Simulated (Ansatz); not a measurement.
Gas-phase electronic energies from Ansatz, PBE0-D4/def2-TZVP geometries. CBS: MP2 limit from def2 TZ/QZ plus the TZ coupled-cluster correction, frozen cores. DFT in def2-TZVPP. One conformer a species, not always the lowest.

`CO[CH2][AlH][OH]` + `OCF` → `[OH][AlH][O]CF` + `COC`  (ligand exchange at the Al–C bond)

CCSD(T)/CBS gives -167.6 kJ/mol.

Q: Another level gave -179.7 kJ/mol. Which?
A. LDA (SPW92)/def2-TZVPP
B. PBE0/def2-TZVPP
C. B97M-V/def2-TZVPP
D. BHLYP/def2-TZVPP

A: D. BHLYP -179.7, B97M-V -168.8, LDA (SPW92) -153.5, PBE0 -160.4 kJ/mol.

Largest T1 diagnostic among the species: 0.013.

Leaving LDA and LC-ωPBE aside and taking each functional with its dispersion term where it has one, the values, not all of them listed here, spread over 25.6 kJ/mol, from BHLYP-D4 to revPBE-D4. At CCSD(T), def2-SVP lies −6.9 kJ/mol from the extrapolated value and def2-TZVPP −1.1 kJ/mol. From BLYP to BHLYP (50 % exact exchange), in def2-TZVPP and without D4, ΔE moves by −13.0 kJ/mol.
